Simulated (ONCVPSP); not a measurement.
# Building the ONCV potential for molybdenum (LDA (Perdew-Wang 92), scalar-relativistic).

Mo, optimised norm-conserving Vanderbilt (ONCV), made with ONCVPSP 4.0.1 (LDA (Perdew-Wang 92), scalar-relativistic). Core [Ar] 3d10, reference 4s2 4p6 4d5 5p1. Waves: 4s: rc 1.65 bohr, ncon 3, nbas 6, qcut 8.8 1/bohr, 2 projectors, debl 0.8 Ha; 4p+5p: rc 1.90 bohr, ncon 4, nbas 9, qcut 6.5 1/bohr, 3 projectors, debl 3.9 Ha; 4d: rc 2.00 bohr, ncon 5, nbas 10, qcut 9.3 1/bohr, 2 projectors, debl 1.4 Ha; f scattering state at 0.1 Ha: rc 1.60 bohr, ncon 4, nbas 7, qcut 7.3 1/bohr, 2 projectors, debl 1.9 Ha. Local part: polynomial inside 1.10 bohr (lpopt 3, dvloc0 1 Ha). Core correction: none.

In the s channel the program set the typed energies aside and used -2.417, 0.250 Ha.

Poles of the logarithmic derivatives, all-electron (AE) and pseudo (PS). s: poles at -1.8 (AE) and -1.8 (PS) Ha. p: poles at -1.1 (AE) and -1.1 (PS) Ha. d: poles at 0.6 (AE) and 0.6 (PS) Ha. f: poles at 3.5 (AE) and 3.5 (PS) Ha. Test radii: s 1.68, p 1.93, d 2.03, f 1.62 bohr.

* Cutoffs needed: 23 Ha and 28 Ha (the cutoffs (Ha) at which the residual kinetic energy of the hardest occupied pseudo-wave falls to 1 and 0.1 mHa per electron)
* Ghost test: no bound ghost flagged; GHOST(+) flagged for s at 247.6 eV
* Largest excitation error: -58 meV (all-electron minus pseudo) for 4s2 4p5 4d5 5s1 5p0, out of 4 test configurations
